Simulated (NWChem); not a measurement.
[Ge]([Cl])[SH] (GeHSCl, singlet), optimised at PBE0/def2-SVP with NWChem:

| Property | Value |
|---|---|
| highest occupied level (eV) | -7.41 |
| orbital gap (eV) | 4.82 |
| dipole (D) | 2.58 |
| highest harmonic frequency (cm⁻¹) | 2698 |
| zero-point energy (kcal/mol) | 6.8 |

All stand in one matching conformer (torsions within 35°), which need not be the lowest. Low-valent species are run as closed-shell singlets; no triplet was tried in these runs.

Task: One Cl atom is replaced by F, giving [F][Ge][SH] (GeHSF, singlet), optimised at the same level. How do these values move?

Result: 
```tsv
quantity	new value	change
highest occupied level (eV)	-7.52	-0.11
orbital gap (eV)	5.18	+0.36
dipole (D)	2.62	+0.04
highest harmonic frequency (cm⁻¹)	2705	+7
zero-point energy (kcal/mol)	7.2	+0.4
```
